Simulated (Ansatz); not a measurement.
Reaction (ligand exchange at a Ge–C bond): `F[CH2][GeH2][Br]` + HBr → `[Br][GeH2][Br]` + `CF`

Computed with Ansatz on PBE0-D4/def2-TZVP structures; ΔE is electronic, products minus reactants. CCSD(T)/CBS adds triple-zeta CCSD(T) − MP2 to the extrapolated MP2 energy (def2 sets, frozen cores). This one scheme is used for every species. DFT in def2-TZVPP. B3LYP here is the variant with VWN-RPA as its local correlation; programs differ in this. HSE06 is defined as in plane-wave codes. For Br, Ge outer-core shells are correlated without core-valence functions, which leaves a few kJ/mol of doubt a bond. Scalar relativity is left out up to krypton. Each species was taken in one conformer, which may not be the lowest.

| level | ΔE (kcal/mol) | difference from CCSD(T)/CBS |
| --- | --- | --- |
| LDA (SPW92) | -22.1 | 2.4 |
| PBE-D4 | -24.0 | 0.5 |
| revPBE-D4 | -23.9 | 0.6 |
| BLYP-D4 | -24.2 | 0.3 |
| r2SCAN-D4 | -25.0 | -0.5 |
| B97M-V | -25.2 | -0.7 |
| PBE0-D4 | -25.2 | -0.7 |
| r2SCANh-D4 | -25.4 | -0.9 |
| r2SCAN0-D4 | -25.9 | -1.4 |
| HSE06-D4 | -25.3 | -0.8 |
| BHLYP-D4 | -27.0 | -2.5 |
| CAM-B3LYP-D4 | -24.4 | 0.1 |
| ωB97X-V | -24.5 | 0.0 |
| ωB97M-V | -24.5 | 0.0 |
| B2PLYP | -25.3 | -0.8 |
| PBE-QIDH | -25.8 | -1.3 |
| PBE | -24.1 | 0.4 |
| BLYP | -24.4 | 0.1 |
| PBE0 | -25.3 | -0.8 |
| B3LYP | -25.3 | -0.8 |
| r2SCANh | -25.4 | -0.9 |
| r2SCAN0 | -25.9 | -1.4 |
| HSE06 | -25.3 | -0.8 |
| BHLYP | -26.6 | -2.1 |
| CAM-B3LYP | -24.4 | 0.1 |
| LC-ωPBE | -23.9 | 0.6 |
| RPA@PBE/def2-TZVPP | -22.9 | 1.6 |
| HF/def2-SVP | -27.3 | -2.8 |
| MP2/def2-SVP | -25.0 | -0.5 |
| CCSD/def2-SVP | -24.0 | 0.5 |
| CCSD(T)/def2-SVP | -23.8 | 0.7 |
| MP2/def2-TZVPP | -25.3 | -0.8 |
| SCS-MP2/def2-TZVPP | -25.3 | -0.8 |
| CCSD/def2-TZVPP | -24.3 | 0.2 |
| CCSD(T)/def2-TZVPP | -23.9 | 0.6 |
| HF/def2-QZVPP | -28.8 | -4.3 |
| MP2/def2-QZVPP | -25.6 | -1.1 |
| SCS-MP2/def2-QZVPP | -25.6 | -1.1 |
| HF/CBS(def2) | -28.8 | -4.3 |
| CCSD/CBS(def2) | -24.8 | -0.3 |
| CCSD(T)/CBS | -24.5 | 0 |

Question: What do rigid-rotor, harmonic-oscillator terms from PBE0-D4/def2-TZVP frequencies (298.15 K, 1 bar) make of the CCSD(T)/CBS value? (An estimate is asked.)

Answer: The calculation gave: ΔZPE = +2.8 kcal/mol, ΔH = -22.1 kcal/mol, ΔS = 0 J/(mol·K), ΔG = -22.1 kcal/mol.

Largest T1 diagnostic among the species: 0.010.

From r2SCAN to r2SCAN0 (25 % exact exchange), in def2-TZVPP and without D4, ΔE moves by −0.9 kcal/mol. Leaving LDA and LC-ωPBE aside and taking each functional with its dispersion term where it has one, the values spread over 3.1 kcal/mol, from BHLYP-D4 to revPBE-D4. LDA lies +2.0 kcal/mol from PBE without D4. In def2-TZVPP, CCSD(T) changes the Hartree–Fock value by +4.8 kcal/mol (the triples alone add +0.3 kcal/mol) and MP2 by +3.5 kcal/mol.
